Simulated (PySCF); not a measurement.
**Ionisation energy of Cl+ by level of theory**

Cl+ [Ne] 3s2 3p4 (3P) → Cl(2+) [Ne] 3s2 3p3 (4S), as a difference of total energies. Computed with PySCF 2.14 in dyall-av3z (19s12p3d2f, 84 functions), with the non-relativistic Hamiltonian (point nucleus). Correlated levels: valence: [Ne] frozen; virtual orbitals above 40 to 60 times the deepest correlated orbital energy dropped. The calculations carry no spin-orbit coupling.

```json
{"method": "UHF", "ionisation energy (eV)": "22.586"}
{"method": "MP2 (valence)", "ionisation energy (eV)": "23.379"}
{"method": "SCS-MP2 (valence)", "ionisation energy (eV)": "23.466"}
{"method": "CCSD (valence)", "ionisation energy (eV)": "23.489"}
{"method": "CCSD(T) (valence)", "ionisation energy (eV)": "23.520"}
```

Errors of the correlated levels include the incompleteness of this basis and the frozen core.

Task: Which method comes closest to the reference value, and which is furthest?

Result: The reference is 23.771 eV (measured; NIST levels, between the centres of gravity of the two terms). Closest: CCSD(T) (valence) (error -0.251 eV); furthest: UHF (error -1.185 eV).
